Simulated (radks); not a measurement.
Problem. Numerical settings for neutral indium, [Kr] 4d10 5s2 5p1. Method: scalar-relativistic Kohn-Sham, PBEsol, spin-polarised, spherical densities, finite nucleus; open shells are filled with parallel spins first (spin-orbit coupling, left out, can overturn this in heavy ions); Fermi nuclear charge, rms radius 4.6156 fm; computed with a radial shooting solver on a logarithmic mesh with Libxc functionals. The defaults (mesh step 0.008 in ln r, mesh end at 40 bohr or more with all orbitals vanishing there, Anderson mixing 0.5 over 9 steps, residual threshold near 1e-9 with the energy settled to 1e-9 hartree or 1e-11 of itself, here a cap of 50 iterations) give E = -5878.8240 hartree and 5p at -2.794 eV in 14 iterations. Times are rough (one thread of a shared host). One setting is changed at a time: mesh step in ln r 0.005; mesh step in ln r 0.05; mesh step in ln r 0.003; mesh end (bohr) 1; mesh end (bohr) 20; residual threshold 0.1; residual threshold 1e-05; mixing 0.01; linear mixing, mixing 0.8; linear mixing, mixing 0.05; mixing history 3; iteration cap 5. Which runs fail to converge, and which converge to a wrong energy?

Solution. Not converged within the cap: linear mixing, mixing 0.8; linear mixing, mixing 0.05; iteration cap 5. Settled on a wrong energy, with an occupied level pushed above zero by the early mesh end: mesh end (bohr) 1 (+255 hartree). Apart from these: no run marked as converged misses the energy by more than 1 mhartree.
